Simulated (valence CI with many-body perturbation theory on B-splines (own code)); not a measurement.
## Pd39+: electric-dipole lines

Level of theory: configuration interaction combined with many-body perturbation theory (CI+MBPT): five valence electrons over a frozen Dirac-Fock core [He], a basis of 9 s, 9 p, 8 d, 6 f, 3 g, 1 h functions for each j, with the one-electron correlation potential Σ1 (screened to all orders), the two-electron term Σ2, the three-electron term Σ3, Breit, model QED; selected single and double excitations, second order for the rest (own B-spline code, finite nucleus).

No measured spectrum was set against this ion. As an estimate, large intervals hold to a few tenths of a per cent, small ones and those within an open d or f shell to about a per cent. Among the levels kept, up to 1700 cm⁻¹ of a level comes from second order outside the variational space, and about a tenth of that is noise between levels of different J, which matters for small intervals.

Lines 51 to 100 of 232 in falling wavelength, among levels below 30040 × 10³ cm⁻¹, chosen from the strongest by gf and those to the six lowest levels. Wavelengths and rates use the calculated energies. Electric multipoles are in the length gauge, E1 and E2 with the static RPA response of the core. Weak lines are less certain than strong ones. Lines between different terms over intervals too small for the method are left out, as are lines whose strength nearly cancels. Where a level lies close to another of its J and parity, the split of strength between their lines is uncertain. The highest levels of a list are the least certain.

Levels are named by their leading jj configuration (3d3/2^4 stands for four electrons in 3d with j = 3/2), which in mixed levels can hold well under half, so a name can repeat and another be missing. Letters in brackets count levels of one name in rising energy.

```csv
λ vac (nm),Upper,Lower,A (s⁻¹),S (a.u.)
11.23,(2s 2p1/2^2 2p3/2 3p3/2) J=3/2 [b],(2s 2p1/2^2 2p3/2 3s) J=1/2,2.40e+10,6.71e-02
11.20,(2s^2 2p1/2 2p3/2 3d3/2) J=3/2 [a],(2s^2 2p1/2 2p3/2 3p1/2) J=1/2,1.46e+10,4.06e-02
11.04,(2s^2 2p1/2 2p3/2 3p3/2) J=5/2 [b],(2s^2 2p1/2 2p3/2 3s) J=3/2 [b],2.30e+10,9.18e-02
10.92,(2s^2 2p1/2 2p3/2 3d3/2) J=1/2 [a],(2s^2 2p1/2 2p3/2 3p1/2) J=1/2,2.41e+10,3.09e-02
10.88,(2s 2p1/2^2 2p3/2 3p3/2) J=1/2 [b],(2s 2p1/2^2 2p3/2 3s) J=1/2,4.00e+10,5.08e-02
10.58,(2s^2 2p1/2 2p3/2 3p3/2) J=5/2 [b],(2s^2 2p1/2 2p3/2 3s) J=5/2,1.57e+10,5.50e-02
10.56,(2s 2p1/2^2 2p3/2 3p3/2) J=5/2 [a],(2s 2p1/2^2 2p3/2 3s) J=5/2,2.11e+10,7.36e-02
10.17,(2s^2 2p3/2^2 3p3/2) J=3/2 [a],(2s^2 2p3/2^2 3s) J=3/2,2.21e+10,4.60e-02
10.03,(2s^2 2p1/2 2p3/2 3p3/2) J=1/2 [b],(2s^2 2p1/2 2p3/2 3s) J=3/2 [b],4.37e+10,4.36e-02
9.035,(2s 2p1/2^2 2p3/2 3s) J=5/2,(2s^2 2p1/2 2p3/2 3s) J=5/2,9.62e+09,2.10e-02
8.260,(2s 2p1/2 2p3/2^2 3s) J=7/2,(2s^2 2p3/2^2 3s) J=5/2 [a],1.06e+10,2.36e-02
8.222,(2s 2p1/2^2 2p3/2 3s) J=5/2,(2s^2 2p1/2 2p3/2 3s) J=3/2 [a],1.19e+10,1.96e-02
8.160,(2s 2p1/2 2p3/2^3) J=3/2 [a],(2s^2 2p3/2^3) J=3/2,8.86e+08,9.50e-04
7.868,(2s 2p1/2^2 2p3/2^2) J=5/2,(2s^2 2p1/2 2p3/2^2) J=5/2,5.03e+09,7.26e-03
7.084,(2s 2p1/2^2 2p3/2^2) J=5/2,(2s^2 2p1/2 2p3/2^2) J=3/2,1.23e+10,1.29e-02
6.935,(2s 2p1/2 2p3/2^3) J=5/2,(2s^2 2p3/2^3) J=3/2,1.32e+10,1.31e-02
6.616,(2s 2p1/2^2 2p3/2^2) J=1/2,(2s^2 2p1/2 2p3/2^2) J=1/2,2.03e+10,5.80e-03
6.389,(2p1/2^2 2p3/2^3) J=3/2,(2s 2p1/2 2p3/2^3) J=3/2 [b],3.25e+10,1.67e-02
6.058,(2p1/2 2p3/2^4) J=1/2,(2s 2p3/2^4) J=1/2,6.02e+10,1.32e-02
6.011,(2s 2p1/2 2p3/2^3) J=1/2,(2s^2 2p3/2^3) J=3/2,8.33e+09,1.79e-03
5.823,(2s 2p1/2^2 2p3/2^2) J=3/2,(2s^2 2p1/2 2p3/2^2) J=5/2,1.90e+10,7.40e-03
5.683,(2s 2p1/2 2p3/2^3) J=3/2 [b],(2s^2 2p3/2^3) J=3/2,1.97e+10,7.13e-03
5.382,(2s 2p1/2^2 2p3/2^2) J=3/2,(2s^2 2p1/2 2p3/2^2) J=3/2,7.07e+09,2.18e-03
5.311,(2p1/2^2 2p3/2^3) J=3/2,(2s 2p1/2 2p3/2^3) J=5/2,8.09e+10,2.39e-02
4.132,(2s 2p1/2 2p3/2^2 3s) J=5/2,(2s^2 2p1/2 2p3/2 3s) J=3/2 [a],7.04e+10,1.47e-02
4.067,(2s 2p1/2 2p3/2^3) J=3/2 [a],(2s^2 2p1/2 2p3/2^2) J=1/2,2.69e+09,3.58e-04
3.933,(2s 2p1/2 2p3/2^2 3s) J=7/2,(2s^2 2p1/2 2p3/2 3s) J=5/2,5.39e+10,1.30e-02
3.790,(2s 2p1/2^2 2p3/2^2) J=5/2,(2s^2 2p1/2^2 2p3/2) J=3/2,6.44e+10,1.04e-02
3.768,(2s 2p1/2 2p3/2^3) J=3/2 [a],(2s^2 2p1/2 2p3/2^2) J=5/2,1.11e+10,1.18e-03
3.578,(2s 2p1/2 2p3/2^3) J=3/2 [a],(2s^2 2p1/2 2p3/2^2) J=3/2,2.48e+11,2.24e-02
3.483,(2s 2p1/2 2p3/2^3) J=5/2,(2s^2 2p1/2 2p3/2^2) J=5/2,2.39e+11,2.99e-02
3.481,(2s 2p1/2^2 2p3/2 3p3/2) J=5/2 [b],(2s^2 2p1/2^2 3p3/2) J=3/2,2.43e+11,3.04e-02
3.452,(2s 2p1/2 2p3/2^3) J=1/2,(2s^2 2p1/2 2p3/2^2) J=1/2,1.90e+11,7.69e-03
3.450,(2s 2p1/2^2 2p3/2 3p1/2) J=1/2,(2s^2 2p1/2^2 3p1/2) J=1/2,2.60e+11,1.05e-02
3.426,(2s 2p1/2^2 2p3/2 3s) J=1/2,(2s^2 2p1/2^2 3s) J=1/2,2.75e+11,1.09e-02
3.422,(2s 2p1/2^2 2p3/2 3p1/2) J=3/2 [b],(2s^2 2p1/2^2 3p1/2) J=1/2,1.91e+11,1.51e-02
3.416,(2p1/2 2p3/2^4) J=1/2,(2s 2p1/2 2p3/2^3) J=3/2 [b],6.35e+11,2.50e-02
3.409,(2s 2p1/2^2 2p3/2 3p3/2) J=3/2 [b],(2s^2 2p1/2^2 3p3/2) J=3/2,2.66e+11,2.08e-02
3.398,(2s 2p1/2^2 2p3/2 3s) J=3/2 [b],(2s^2 2p1/2^2 3s) J=1/2,2.58e+11,2.00e-02
3.377,(2s 2p1/2^2 2p3/2 3p3/2) J=1/2 [b],(2s^2 2p1/2^2 3p3/2) J=3/2,2.81e+11,1.07e-02
3.341,(2s 2p1/2 2p3/2^3) J=3/2 [b],(2s^2 2p1/2 2p3/2^2) J=1/2,1.27e+11,9.32e-03
3.321,(2s 2p1/2 2p3/2^3) J=5/2,(2s^2 2p1/2 2p3/2^2) J=3/2,9.58e+09,1.04e-03
3.308,(2p1/2 2p3/2^4) J=1/2,(2s 2p1/2 2p3/2^3) J=1/2,2.32e+11,8.28e-03
3.294,(2s 2p3/2^4) J=1/2,(2s^2 2p3/2^3) J=3/2,6.21e+11,2.19e-02
3.294,(2p1/2^2 2p3/2^3) J=3/2,(2s 2p1/2^2 2p3/2^2) J=3/2,3.84e+11,2.71e-02
3.253,(2s 2p1/2^2 2p3/2^2) J=1/2,(2s^2 2p1/2^2 2p3/2) J=3/2,2.80e+11,9.53e-03
3.242,(2s 2p1/2^2 2p3/2^2) J=3/2,(2s^2 2p1/2^2 2p3/2) J=3/2,4.51e+11,3.03e-02
3.137,(2s 2p1/2 2p3/2^3) J=3/2 [b],(2s^2 2p1/2 2p3/2^2) J=5/2,5.66e+11,3.45e-02
3.093,(2s 2p1/2 2p3/2^3) J=1/2,(2s^2 2p1/2 2p3/2^2) J=3/2,4.67e+11,1.36e-02
3.004,(2s 2p1/2 2p3/2^3) J=3/2 [b],(2s^2 2p1/2 2p3/2^2) J=3/2,5.17e+09,2.77e-04
```
